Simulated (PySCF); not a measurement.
Geometry (Å), atoms numbered from 1 in this order:
```xyz
14

Cl    1.321    3.054   -0.815
B     0.632    1.463   -0.391
C     1.434    0.235   -0.778
C     1.115   -1.071   -0.557
C    -0.027   -1.624    0.079
C    -1.108   -1.009    0.638
C    -1.417    0.371    0.750
C    -0.706    1.453    0.326
H     2.379    0.397   -1.294
H     1.823   -1.818   -0.910
H    -0.037   -2.709    0.125
H    -1.853   -1.676    1.063
H    -2.364    0.568    1.250
H    -1.167    2.417    0.534
```

Geometry: PBE0-D3(BJ)/def2-TZVP; GIAO shifts from PySCF 2.14.0 with density-fitted response routines, gas phase, non-relativistic, averaged over equivalent atoms.

At KT3/pcSseg-2 (379 basis functions, 75 s wall time on 1 thread of an Intel Xeon 6975P-C, shared host):
```csv
atoms,δ (ppm)
Cl1,172.4
B2,42.2
C3/C8,151.7
C4/C7,143.7
C5/C6,134.8
H9/H14,7.89
H10/H13,7.84
H11/H12,7.31
```

Scale: 35Cl (σ = 942.39 ppm) against HCl; 11B (σ = 98.26 ppm) against BF3·OEt2; 13C (σ = 183.24 ppm), 1H (σ = 31.63 ppm) vs TMS (reference shieldings calculated alike).

Estimate the result of repeating the calculation with PBE0/pcSseg-2.

Answers


```
  atoms  δ at PBE0/pcSseg-2  change
    Cl1               170.3    -2.1
     B2                47.9    +5.7
  C3/C8               164.7   +13.0
  C4/C7               157.8   +14.1
  C5/C6               146.5   +11.7
 H9/H14                8.22   +0.33
H10/H13                8.18   +0.34
H11/H12                7.60   +0.29
```

References, each an isolated molecule treated in the same way: 35Cl (σref 945.66) vs HCl; 11B (σref 98.70) against BF3·OEt2; 13C (σref 186.03), 1H (σref 31.52) against TMS.

The largest change is at C4/C7 (alkene CH). Cost: 379 basis functions, 69 s wall time on 1 thread of an Intel Xeon 6975P-C, shared host. The order of the carbon signals is the same at both levels.

A carbon bonded to boron is broadened by the quadrupolar boron nucleus and is often missing from a measured spectrum.
